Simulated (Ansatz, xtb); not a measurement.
Relative energy of two isomers of C3H6O4S

Structure I is `CO[C@@H]1CO[S@@](=O)O1`, a singlet and structure II is `C[C@@H]1COS(=O)(=O)O1`, a singlet. Both are isolated molecules in the gas phase, relaxed with B3LYP-D3(BJ)/def2-SVP; the shapes shown needn't be the lowest conformers.

I (Å):

| atom | x (Å) | y (Å) | z (Å) |
| --- | --- | --- | --- |
| C | -0.8734 | 0.5403 | -2.6154 |
| C | -1.6939 | 1.0405 | -0.4699 |
| C | -1.3168 | 1.7338 | 0.8373 |
| O | -0.6418 | 1.1450 | -1.3583 |
| O | -0.6191 | 0.7438 | 1.5925 |
| O | -2.4927 | -0.8663 | 2.3028 |
| O | -1.9620 | -0.3151 | -0.1146 |
| S | -1.3388 | -0.7639 | 1.4089 |
| H | -1.0158 | -0.5488 | -2.5180 |
| H | 0.0083 | 0.7384 | -3.2391 |
| H | -1.7674 | 0.9695 | -3.1078 |
| H | -2.6328 | 1.4300 | -0.9089 |
| H | -0.6282 | 2.5679 | 0.6553 |
| H | -2.2130 | 2.0783 | 1.3786 |

II (Å):

```xyz
14

C     0.3163   -1.2538    0.0473
C     1.0229    0.0548    0.3141
C     2.0317    0.0226    1.4658
O     2.1722    1.3835    1.8755
O     0.9884    3.3962    0.9744
O     0.0106    2.1817    2.9621
O     0.0534    1.0380    0.7375
S     0.7337    2.1805    1.7108
H    -0.4167   -1.1386   -0.7634
H    -0.2100   -1.5981    0.9501
H     1.0486   -2.0191   -0.2548
H     1.5156    0.4354   -0.5979
H     3.0217   -0.3339    1.1519
H     1.6589   -0.5903    2.3049
```

Question: Estimate E(II) − E(I) at the level CCSD(T)/def2-SVP + ΔMP2/def2-TZVPP.

Answer: Not settled: CCSD(T)/def2-SVP + ΔMP2/def2-TZVPP gives E(II) − E(I) = −10.1 kcal/mol, but this leans on the basis-set step: CCSD(T) alone gives +8.3 kcal/mol.

How the difference moves with the method:

```tsv
level	geometry	E(II) − E(I) (kcal/mol)	departure from the last row (kcal/mol)	job, with rough time for the two
B3LYP-D3(BJ)/def2-SVP	B3LYP-D3(BJ)/def2-SVP	+9.7	+19.8	optimisation, 95 s
HF/def2-SVP	B3LYP-D3(BJ)/def2-SVP	+8.6	+18.7	part of the CCSD(T) run
MP2/def2-SVP	B3LYP-D3(BJ)/def2-SVP	+3.5	+13.6	part of the CCSD(T) run
CCSD(T)/def2-SVP	B3LYP-D3(BJ)/def2-SVP	+8.3	+18.4	single point
CCSD(T)/def2-SVP + ΔMP2/def2-TZVPP	B3LYP-D3(BJ)/def2-SVP	−10.1		single point, 1.7 min
```

As drawn, II has 1 C–C, 1 O=S in place of 2 C–O.

B3LYP-D3(BJ)/def2-SVP, HF/def2-SVP, MP2/def2-SVP, CCSD(T)/def2-SVP put the two in the other order. The largest departure from CCSD(T)/def2-SVP + ΔMP2/def2-TZVPP is that of B3LYP-D3(BJ)/def2-SVP, 19.8 kcal/mol. Levels run at GFN2-xTB geometries aren't shown. The last row adds to CCSD(T) the change of the MP2 difference between the two basis sets, here −18.4 kcal/mol, a large step that makes the value less sure.

With thermal terms from frequencies at re-optimised GFN2-xTB minima (ideal gas, soft modes damped towards free rotors, one conformer each, 298.15 K, 1 atm): on the last row, ΔE + ΔZPE = −8.9, ΔH = −9.4, ΔG = −7.8 kcal/mol.

The correlated steps freeze 12 core orbitals. Programs: Ansatz 0.2.0, xtb 6.7.1; the last row on 4 threads of Arm Neoverse V1 on a shared host.
